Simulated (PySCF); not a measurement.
BrGaH2O2, SMILES [OH][Ga]([OH])[Br].

Geometry: PBE0-D3(BJ)/def2-SVP. The structure was generated by enumeration; whether it is a known compound was not checked. Other conformers were not sampled.

Two levels are set side by side: PBE/def2-TZVP (PySCF) and HF/def2-TZVP (PySCF). Same geometry, gas phase. Differences are taken from unrounded values.

```
quantity                         HF
---------------------------  ------
orbital gap (eV)              13.76
highest occupied level (eV)  -11.77
lowest empty level (eV)        1.99
dipole moment (D)              1.60
mean polarisability (bohr³)    45.1
```

Q: What does PBE give, and how far is it from HF? (Estimate from the structure and the level; the computed values follow.)

A: 
```csv
quantity,PBE,PBE minus HF
orbital gap (eV),5.12,-8.64
highest occupied level (eV),-7.36,4.41
lowest empty level (eV),-2.24,-4.23
dipole moment (D),1.51,-0.09
mean polarisability (bohr³),53.9,8.8
```

Without exact exchange PBE keeps part of each electron's self-repulsion, which lifts occupied levels and narrows the gap. PBE's more diffuse valence density responds more strongly to a field. Differences between two approximate levels are no errors against the true value.

Rough cost on one machine, each run with all the roots and properties that it gave: HF against PBE about 1/2.
